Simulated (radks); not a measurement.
Q: Valence configurations of Te+ (all share [Kr]). Calculated with a radial shooting solver on a logarithmic mesh with Libxc functionals: Dirac Kohn-Sham, PBE, spin-unpolarised, spherical densities, point nucleus; open shells are shared between the two j in proportion to 2j + 1. Order these by energy: 4d8.5 5s1 5p5.5; 4d10 5s2 5p3; 4d10 5s1 5p4; 4d8.5 5s2 5p4.5; 4d9.5 5s1.5 5p4; 4d10 5s1.5 5p3.5; 4d8 5s1 5p6; 4d8 5s2 5p5; 4d9 5s2 5p4; 4d10 5p5.

A: From the lowest, in eV above it: 4d10 5s2 5p3 0.000; 4d10 5s1.5 5p3.5 4.883; 4d10 5s1 5p4 9.807; 4d10 5p5 19.771; 4d9.5 5s1.5 5p4 24.166; 4d9 5s2 5p4 39.466; 4d8.5 5s2 5p4.5 61.107; 4d8.5 5s1 5p5.5 71.983; 4d8 5s2 5p5 84.024; 4d8 5s1 5p6 95.239. NIST lists [Kr] 4d10 5s2 5p3 as the ground configuration; this level of theory agrees among the configurations tried. The energies are those of spherical spin-averaged densities, not of single terms.
